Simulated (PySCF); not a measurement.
A side-by-side comparison of computed properties.

First species: C₇H₁₆Si.
Atom-mapped SMILES: `[CH3:1][CH2:2][CH2:3][SiH:4]1[CH2:5][CH2:6][CH2:7][CH2:8]1` (hydrogens: H9, H10, H11 on C1; H12, H13 on C2; H14, H15 on C3; H16 on Si4; H17, H18 on C5; H19, H20 on C6; H21, H22 on C7; H23, H24 on C8)

Structure used (GFN2-xTB), in Å, numbered top down from 1:
```xyz
24
C7H16Si angstrom
C      3.6648   -0.2032    0.6336
C      2.3790   -0.3624   -0.1693
C      1.2959    0.6091    0.2899
Si    -0.3218    0.4120   -0.6902
C     -1.7731    1.4464   -0.0069
C     -2.6588    0.4261    0.7111
C     -2.6523   -0.8625   -0.1054
C     -1.1962   -1.2527   -0.3645
H      4.4267   -0.8967    0.2841
H      3.4814   -0.3972    1.6886
H      4.0510    0.8094    0.5351
H      2.5893   -0.1937   -1.2271
H      2.0145   -1.3868   -0.0692
H      1.1140    0.4562    1.3558
H      1.6686    1.6286    0.1825
H     -0.0887    0.6578   -2.1238
H     -1.4889    2.2545    0.6641
H     -2.3331    1.8976   -0.8255
H     -3.6761    0.8009    0.8431
H     -2.2474    0.2214    1.7020
H     -3.1972   -1.6572    0.4085
H     -3.1496   -0.6773   -1.0596
H     -0.7872   -1.7424    0.5207
H     -1.1265   -1.9680   -1.1816
```

Second species: C₅H₃F₄P.
SMILES: `Fc1ccc(C(F)(F)F)[pH]1`

Levels: PBE0/pcSseg-1 for HOMO energy, LUMO energy and HOMO–LUMO gap. Geometries: GFN2-xTB. All species are isolated and taken at one optimised geometry, non-relativistic unless stated; the electronic structure was computed with PySCF and density fitting.

Dipoles, sizes and rotational constants follow the conformer. The torsions of the flexible species, by atom-mapped SMILES:
- `[F:1][c:2]1[cH:3][cH:4][c:5]([C:6]([F:7])([F:8])[F:9])[pH:10]1`: C4–C5–C6–F7 -117°

The conformers of `CCC[SiH]1CCCC1` aren't listed.

Values for the first species:

| Item | Value |
| --- | --- |
| HOMO energy | -7.83 eV |
| LUMO energy | 1.33 eV |
| HOMO–LUMO gap | 9.16 eV |

Estimate the same properties for the second species, and the change in each.

```tsv
property	first	second	second less first
HOMO energy	-7.83 eV	-7.37 eV	+0.46 eV
LUMO energy	1.33 eV	-2.02 eV	-3.35 eV
HOMO–LUMO gap	9.16 eV	5.35 eV	-3.81 eV
```

